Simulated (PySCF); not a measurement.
A series of derivatives of CB(F)F

Parent skeleton `[CH3:1][B:2]([F:3])[F:4]`; one hydrogen on atom 1 is replaced by X. Hydrogens on one atom are averaged.

PySCF 2.14.0 with density-fitted response routines calculation with PBE0-D3(BJ)/def2-SVP geometry and GIAO PBE0/pcSseg-1 shieldings; non-relativistic Hamiltonian, isolated molecule, averaged over atoms made equivalent by symmetry, fast rotation or ring inversion, one computed conformer.

Scale: ¹³C, ¹H against TMS; ¹¹B vs BF3·OEt2; CFCl3 for ¹⁹F (reference shieldings calculated alike).

Parent (X = H): C1 -4.1, B2 30.1, F3/F4 -57.7, H(C1) 0.48 ppm. Effects are Δδ = δ(X) − δ(H), positive for deshielding.

(1) Order these by the shift of F3/F4, most shielded first.
A. X = CH=NH
B. X = BCl2
C. X = cPr
D. X = CHO
E. X = SSiH3

(2) Order these by the shift of C1, most shielded first.
A. X = propynyl
B. X = BCl2
C. X = CH=NH
D. X = cPr
E. X = CHO
F. X = SSiH3

(3) Order these by the shift of H(C1), most shielded first.
A. X = SSiH3
B. X = CH=NH
C. X = CHO
D. X = cPr
E. X = propynyl

Results:

(1) E (-20.1 ppm), C (-6.1 ppm), A (-2.3 ppm), D (+1.3 ppm), B (+3.2 ppm).

(2) A (+8.9 ppm), F (+16.1 ppm), D (+23.7 ppm), B (+29.7 ppm), C (+31.7 ppm), E (+41.1 ppm).

(3) D (+0.28 ppm), A (+1.16 ppm), E (+1.43 ppm), B (+1.67 ppm), C (+1.87 ppm).

Unscaled 19F shifts against computed CFCl3 carry errors that often reach 10 to 50 ppm.
